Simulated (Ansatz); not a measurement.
Consider the germylene formation by 1,1-elimination: `C[CH2][GeH]([SiH3])[Cl]` → `C[CH2][Ge][Cl]` + SiH₄.

Calculated with Ansatz (gas phase, PBE0-D4/def2-TZVP geometries, no zero-point term in ΔE). CBS: MP2 limit from def2 TZ/QZ plus the TZ coupled-cluster correction, frozen cores. This one scheme is used for every species. DFT in def2-TZVPP. For Ge outer-core shells are correlated without core-valence functions, which leaves a few kJ/mol of doubt a bond. Scalar relativity is left out up to krypton. Each species was taken in one conformer, which may not be the lowest.

```csv
level,ΔE (kcal/mol)
r2SCAN-D4,32.3
MP2/CBS(def2),32.0
```

Task: What does CCSD(T)/CBS give? (Best estimate.)

Result: Computed: +29.8 kcal/mol. The listed levels differ from it by 2.5, 2.2 kcal/mol.

Largest T1 diagnostic among the species: 0.012.

From PBE to PBE0 (25 % exact exchange), in def2-TZVPP and without D4, ΔE moves by +3.7 kcal/mol. Leaving LDA and LC-ωPBE aside and taking each functional with its dispersion term where it has one, the values, not all of them listed here, spread over 13.0 kcal/mol, from BLYP-D4 to PBE-QIDH. LDA lies +8.8 kcal/mol from PBE without D4.
